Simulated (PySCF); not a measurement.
## [MnH3]+, quartet: data card

All numbers come from UPBE0/[Mn def2-TZVP, H def2-TZVP], no relativity, density fitting, PySCF.

The structure is a minimum.

```json
{
  "Point group": "Cs",
  "Bond lengths": "H–H 0.830 Å, Mn–H 1.544 Å, Mn–H 1.693 Å, Mn–H 1.723 Å",
  "Bond angles": "H–H–Mn 73.9°, H–H–Mn 78.0°, H–Mn–H 28.1°, H–Mn–H 70.1°, H–Mn–H 98.3°",
  "Dipole moment about the centre of mass": "1.45 D",
  "Entropy at 298.15 K and 1 bar (electronic part: spin only)": "243.3 J/(mol K)",
  "Principal quadrupole moments (Buckingham, traceless) about the centre of mass": "-2.59, -0.74, 3.33 D Å",
  "Heat capacity Cp at 298.15 K": "43.7 J/(mol K)",
  "Spin squared ⟨S²⟩": "3.928",
  "Lowest empty level (α)": "-9.48 eV",
  "Principal polarisabilities": "14.0, 19.4, 30.7 bohr³",
  "Highest occupied level (β)": "-12.85 eV",
  "Rotational constants": "6.292, 3.151, 2.099 cm⁻¹",
  "Rotational symmetry number": "1",
  "Zero-point energy": "51.9 kJ/mol",
  "Enthalpy at 298.15 K above 0 K": "10.83 kJ/mol"
}
```

Harmonic modes (masses in u: Mn 54.938, H 1.008):
```csv
symmetry,ω (cm⁻¹),IR (km/mol),μ (u)
a'',592,10.2,1.01
a',648,59.2,1.02
a',960,71.8,1.05
a',1524,12.8,1.01
a',1774,7.2,1.03
a',3186,108,1.01
```

Charges (e):
```tsv
atom	Mulliken	Löwdin	polar tensor	spin (Mulliken)	Mayer order to Mn1
Mn1	0.63	0.65	0.87	3.39	–
H2	0.17	0.16	0.19	-0.02	0.40
H3	0.11	0.14	0.02	-0.06	0.42
H4	0.09	0.06	-0.07	-0.31	0.88
```
Other Mayer orders above 0.3: H–H 0.56.

Mulliken populations on Mn1: s 6.42, p 12.24, d 5.71, f 0.00.

Outer orbital energies (eV). α occupied: -20.63, -16.07, -16.00, -15.90, -15.20, -14.90; empty: -9.48, -8.00, -5.48, -3.47. β occupied: -20.58, -15.38, -12.85; empty: -7.86, -7.70, -7.55, -7.22.

Only a few start shapes were tried, so a lower isomer may exist. With open d or f shells other occupations or spin states may lie lower.

The final relaxation and frequency run took of the order of 90 core-seconds on a shared host.
